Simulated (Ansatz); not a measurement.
Basis-set extrapolation for `O[Si](O)(F)N[SiH2]F` (PBE0-D4/def2-TZVP geometry, frozen core, Ansatz 0.2.0). Multiplicity 1, RHF reference.

```
                      def2-TZVPP   def2-QZVPP
                 HF  -984.380311  -984.419568
    MP2 correlation    -1.416549    -1.539842
CCSD(T) correlation    -1.489524      not run
```

Energies in hartree. Use E(X) = E(∞) + A·exp(−7.88·√X) for Hartree–Fock and E(X) = E(∞) + B·X^(−2.97) for correlation, with X = 3 and 4, and add CCSD(T) minus MP2 of the smaller set to the MP2 limit.

**Question.** What is the CCSD(T) energy at the basis-set limit?

**Answer.** HF limit: -984.419568 + (-0.039257) × 0.13774 = -984.42498. MP2 limit: -1.539842 + (-0.123293) × 0.74074 = -1.63117. Higher-order term: -1.489524 − (-1.416549) = -0.07298. Total: -986.12913 hartree, 680.8 kJ/mol below CCSD(T)/def2-TZVPP.
